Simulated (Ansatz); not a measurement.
Consider the substitution at a C–C bond: `C=CC(=N)F` + `N[SiH3]` → `C=CN[SiH3]` + `N=CF`.

Computed with Ansatz on PBE0-D4/def2-TZVP structures; ΔE is electronic, products minus reactants. CBS: MP2 limit from def2 TZ/QZ plus the TZ coupled-cluster correction, frozen cores. This one scheme is used for every species. Functionals use def2-TZVPP. HSE06 is defined as in plane-wave codes. Each species was taken in one conformer, which may not be the lowest.

`C=CC(=N)F`:

```xyz
9

C    -1.264    0.010    0.935
C     0.035    0.071    0.671
C     0.595   -0.028   -0.670
N     1.819    0.028   -0.925
F    -0.336   -0.189   -1.636
H    -1.630    0.089    1.951
H    -1.996   -0.120    0.146
H     0.776    0.200    1.450
H     2.000   -0.061   -1.923
```

`N[SiH3]`:

Cartesian coordinates in Å:
```
N 1.012 0.220 -0.256
Si -0.581 -0.197 0.240
H 1.350 1.157 -0.109
H 1.383 -0.162 -1.111
H -0.760 0.268 1.640
H -1.692 0.389 -0.568
H -0.711 -1.675 0.163
```

`C=CN[SiH3]`:

```xyz
11

C    -1.368    1.061   -1.299
C    -0.346    0.732   -0.511
N    -0.222   -0.420    0.242
Si    1.204   -0.927    1.075
H    -2.224    0.408   -1.433
H    -1.367    2.005   -1.825
H     0.493    1.416   -0.407
H    -1.000   -1.057    0.163
H     0.786   -1.964    2.051
H     2.248   -1.505    0.183
H     1.795    0.251    1.761
```

`N=CF`:

Z-matrix (Å, degrees):
```
C
N 1 1.242
F 1 1.328 2 120.0
H 1 1.092 2 129.8 3 -180.0
H 2 1.016 1 110.6 3 -180.0
```

```tsv
level	ΔE (eV)
B97M-V	0.49
HSE06-D4	0.40
PBE0	0.41
BHLYP	0.43
CCSD(T)/def2-SVP	0.41
CCSD(T)/def2-TZVPP	0.45
SCS-MP2/def2-QZVPP	0.44
HF/CBS(def2)	0.42
```

Q: What does CCSD(T)/CBS give? (Estimate.)

A: Ansatz gave: +0.46 eV. The listed levels differ from it by 0.03, -0.06, -0.05, -0.03, -0.05, -0.01, -0.02, -0.04 eV.

Q: What do rigid-rotor, harmonic-oscillator terms from PBE0-D4/def2-TZVP frequencies (298.15 K, 1 bar) make of the CCSD(T)/CBS value? (Best estimate.)

A: Ansatz gave: ΔZPE = 0.00 eV, ΔH = +0.47 eV, ΔS = 8 J/(mol·K), ΔG = +0.44 eV.

Largest T1 diagnostic among the species: 0.013.

Leaving LDA and LC-ωPBE aside and taking each functional with its dispersion term where it has one, the values, not all of them listed here, spread over 0.12 eV, from revPBE-D4 to B97M-V. From BLYP to BHLYP (50 % exact exchange), in def2-TZVPP and without D4, ΔE moves by +0.04 eV.
